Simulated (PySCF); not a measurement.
# Relaxation of singlet AsO2(OH)

Level of theory: PBE0/[As def2-TZVP, O def2-TZVP, H def2-TZVP], no relativity, density fitting, PySCF. A (50,194) grid was used.

A hand-made T-shaped (ligand arrangement 1) (heavy-atom frame) start, with no symmetry imposed:

Coordinates in bohr (charge 0 multiplicity 1):
```
As    0.0694   -0.0113   -0.4487
O     0.0694   -0.0113    2.7828
O     3.2990   -0.0113   -0.3358
O    -3.4056   -0.0113   -0.3273
H    -4.5710    1.3784   -0.2865
```

Optimiser trace:
| step | E − E(last) (kJ/mol) | largest gradient (Eh/bohr) |
| --- | --- | --- |
| 0 | 429.15 | 0.10828 |
| 1 | 272.78 | 0.08220 |
| 2 | 158.14 | 0.07244 |
| 3 | 61.15 | 0.03457 |
| 4 | 32.20 | 0.03922 |
| 5 | 24.16 | 0.03395 |
| 6 | 18.94 | 0.01054 |
| 7 | 16.29 | 0.00910 |
| 8 | 14.43 | 0.01680 |
| 9 | 12.56 | 0.01937 |
| 10 | 9.52 | 0.01890 |
| 11 | 4.86 | 0.01408 |
| 12 | 1.83 | 0.00740 |
| 13 | 0.46 | 0.00510 |
| 14 | 0.27 | 0.00563 |
| 15 | 0.03 | 0.00192 |
| 16 | 0.00 | 0.00037 |
| 17 | 0.00 | 0.00033 |
| 18 | 0.00 | 0.00010 |

It ends at Cs with As–O 1.597 Å, As–O 1.604 Å, As–O 1.730 Å, O–H 0.968 Å; As–O–H 108.7°, O–As–O 111.7°, O–As–O 112.1°, O–As–O 136.2°. A frequency run shows a minimum. Other isomers or separated fragments may lie lower.

Final geometry:
```xyz
5
charge 0 multiplicity 1, angstrom
As    0.0769   -0.0121    0.0375
O    -0.1687   -0.0092    1.6223
O     1.3330   -0.1760   -0.9346
O    -1.3910    0.2219   -0.8485
H    -2.1216    0.3159   -0.2207
```
